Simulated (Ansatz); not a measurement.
Consider the substitution at a C–Ge bond: `C[CH2][GeH2][CH3]` + `SS` → `CCSS` + `[CH3][GeH3]`.

Program: Ansatz. Geometries: PBE0-D4/def2-TZVP. ΔE: electronic, gas phase. CCSD(T)/CBS adds triple-zeta CCSD(T) − MP2 to the extrapolated MP2 energy (def2 sets, frozen cores). This one scheme is used for every species. DFT in def2-TZVPP. B3LYP here is the variant with VWN-RPA as its local correlation; programs differ in this. HSE06 is defined as in plane-wave codes. For Ge outer-core shells are correlated without core-valence functions, which leaves a few kJ/mol of doubt a bond. Scalar relativity is left out up to krypton. Each species was taken in one conformer, which may not be the lowest.

**Question.** Is it downhill or uphill in electronic energy at CCSD(T)/CBS, and by how much? (An estimate is asked.)

**Answer.** Ansatz gave: Uphill: ΔE = +2.9 kcal/mol.

**Question.** What do these levels give: r2SCAN0-D4, ωB97M-V, PBE-QIDH, BLYP, B3LYP, r2SCAN0, HSE06, HF/def2-TZVPP, SCS-MP2/def2-TZVPP, CCSD/def2-TZVPP, CCSD(T)/def2-TZVPP, MP2/def2-QZVPP? (An estimate is asked.)

**Answer.** Ansatz gave: r2SCAN0-D4 1.9, ωB97M-V 2.4, PBE-QIDH 2.4, BLYP 1.8, B3LYP 2.1, r2SCAN0 1.9, HSE06 1.9, HF/def2-TZVPP 2.8, SCS-MP2/def2-TZVPP 3.2, CCSD/def2-TZVPP 4.0, CCSD(T)/def2-TZVPP 3.5, MP2/def2-QZVPP 2.8 kcal/mol.

Largest T1 diagnostic among the species: 0.011.

Leaving LDA and LC-ωPBE aside and taking each functional with its dispersion term where it has one, the values, not all of them listed here, spread over 1.7 kcal/mol, from B97M-V to ωB97M-V. LDA lies −1.2 kcal/mol from PBE without D4. At CCSD(T), def2-SVP lies −1.2 kcal/mol from the extrapolated value and def2-TZVPP +0.6 kcal/mol.
